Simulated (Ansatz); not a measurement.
C4H2F8, SMILES `FCC(F)(F)C(F)(F)C(F)(F)F`, charge 0, multiplicity 1.

Task: Give a relaxed structure at PBE0-D4/def2-TZVP (Ansatz). (Best estimate.)

Result: Ansatz gave: 
```xyz
14

F     1.869   -2.381   -0.327
C     1.665   -1.040   -0.175
C     0.169   -0.787   -0.089
F    -0.438   -1.235   -1.204
F    -0.352   -1.450    0.961
C    -0.139    0.720    0.072
F     0.482    1.162    1.180
F     0.368    1.371   -0.989
C    -1.636    1.114    0.189
F    -1.716    2.434    0.307
F    -2.307    0.743   -0.891
F    -2.187    0.559    1.257
H     2.146   -0.701    0.745
H     2.077   -0.509   -1.036
```
Point group Cs.
This is one stationary point; other conformers may exist.
